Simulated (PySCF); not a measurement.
A structure optimised at B3LYP-D3(BJ)/def2-SVP, used in a PySCF frequency run:

```
Re
O 1 1.6942
Cl 1 2.3230 2 92.72
Cl 1 2.3230 2 92.72 3 90.00
Cl 1 2.3230 2 92.72 3 -90.00
Cl 1 2.3230 2 92.72 5 -90.00
Cl 1 2.3717 3 87.28 2 -180.00
```
Charge 0, spin multiplicity 1.

**Question.** Write its SMILES, formula and point group.

**Answer.** [O]=[Re]([Cl])([Cl])([Cl])([Cl])[Cl], Cl₅ORe, C4v

**Question.** What are its rotational constants (standard atomic weights)?

**Answer.** 0.82189, 0.82189, 0.66194 GHz
